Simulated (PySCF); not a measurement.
pinacolborane (C6H13BO2), singlet, geometry from GFN2-xTB. Base run: B3LYP/3-21G run with PySCF.

PySCF was given this input:
```python
from pyscf import gto, scf, dft

mol = gto.Mole()
mol.atom = '''
    C    -1.77504489   -0.15419211    0.95810353
    C    -0.76840575   -0.13730342   -0.19880335
    C    -1.15823124   -1.21383039   -1.21017274
    O    -0.86942477    1.14841393   -0.81692468
    B     0.21679455    1.88224231   -0.47765229
    O     1.13781395    1.18178064    0.22559658
    C     0.73092190   -0.18813684    0.28138958
    C     0.93589637   -0.71651378    1.70003172
    C     1.64641146   -0.96262237   -0.67469209
    H    -2.76727097    0.03377745    0.55440757
    H    -1.54858855    0.63559343    1.66969349
    H    -1.77551462   -1.11521817    1.46352174
    H    -2.20548957   -1.08539787   -1.47234630
    H    -0.57277491   -1.13035295   -2.12003870
    H    -1.02218357   -2.20221407   -0.77984665
    H     0.34570089    3.00142624   -0.76166501
    H     0.43205319   -0.09141387    2.43008365
    H     1.99904572   -0.70697816    1.92719343
    H     0.56858196   -1.73602217    1.77924377
    H     1.55575249   -0.57339505   -1.68547743
    H     2.67628670   -0.82371634   -0.35394660
    H     1.41402789   -2.02326310   -0.66707659
'''
mol.basis = '3-21g'
mol.verbose = 4
mol.build()

mf = dft.RKS(mol)
mf.xc = 'b3lyp'
mf.kernel()
```

Each row names what was changed in the base input (with any setting that the change needs).

```csv
change,ΔE vs base (mEh),fitting functions,dipole (D)
base,0.000,-,2.82
auxbasis = default (with mf = mf.density_fit()),-0.289,913,2.82
auxbasis = def2-universal-jfit,-0.160,584,2.82
auxbasis = def2-svp-ri,-18.437,614,2.82
"exchange = seminumerical (SGX) (with mf = sgx.sgx_fit(mf, auxbasis='def2-universal-jfit'); with mf.with_df.dfj = True)",-0.914,584,2.82
auxbasis = even-tempered beta=3.0,-18.654,385,2.84
auxbasis = def2-universal-jkfit,-0.289,913,2.82
auxbasis = cc-pvdz-jkfit,-0.387,929,2.82
auxbasis = cc-pvtz-jkfit,-0.196,1101,2.82
auxbasis = cc-pvqz-jkfit,-0.105,1617,2.82
```

A fitting set is made for a task (jfit for Coulomb, jkfit for Coulomb and exchange, ri for correlation) and for a family of orbital bases.
